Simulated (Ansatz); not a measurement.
Geometry optimisation, Ansatz 0.2.0, RHF/def2-SVP.

Input file:

```yaml
crystal:
  periodic: [false, false, false]
  atoms:
    - { symbol: Ge, position_ang: [0.0, 0.0, 0.0] }
    - { symbol: H, position_ang: [0.0, 0.0, 1.9] }
    - { symbol: Cl, position_ang: [2.0935, 0.0, -0.7393] }
    - { symbol: H, position_ang: [-0.73, 1.2648, -0.5162] }
    - { symbol: F, position_ang: [-0.7913, -1.3709, -0.5594] }
    - { symbol: F, position_ang: [1.0334, -1.5693, 0.6243] }
    - { symbol: H, position_ang: [0.5549, -0.8426, 1.7574] }
basis:
  gaussian: { orbitals: def2-SVP }
hamiltonian:
  xc: hf
relax:
  f_tol: 0.15
  max_steps: 25
  restrain:
    - { distance: [0, 5], at: 1.68, k: 30.0 }
    - { distance: [6, 1], at: 0.66, k: 30.0 }
    - { distance: [0, 1], at: 2.75, k: 30.0 }
    - { distance: [6, 5], at: 2.12, k: 30.0 }
```

Command:

```bash
$ ansatz run input.yaml --threads 1 --pin off --max-ram 2048MiB --backend cpu --events-out ev --progress --plain --runs-dir out
```

Task: Where does it end, and by what steps?

Result: The run converged. The restraints hold the end off the free minimum. After 8 steps the energy has fallen by 4.676 eV (the restraints' own energy left out); H4 moved furthest, 0.95 Å. Joined: H2–H7 (1.02 → 0.71 Å).

```
step  energy less start (eV)  largest force component (eV/Å)  accepted
   0                  0.0000                           4.408       yes
   1                 -0.8186                           3.106       yes
   2                 -1.5582                           2.736       yes
   3                 -2.9149                           1.859       yes
   4                 -3.6353                           1.359       yes
   5                 -4.1345                           1.111       yes
   6                 -4.4933                           0.986       yes
   7                 -4.6673                           1.284       yes
   8                 -4.6757                           1.437       yes
```

```xyz
7
Properties=species:S:1:pos:R:3
Ge 0.285 -0.393 -0.376
H 0.016 0.178 2.318
Cl 2.001 0.223 -1.458
H -0.470 0.752 0.236
F -0.751 -1.237 -1.432
F 0.781 -1.584 0.718
H 0.299 -0.456 2.460
```

Time of the run: 22 s on 1 thread of Arm Neoverse V1, with other jobs on the host, peak memory 0.19 GiB.
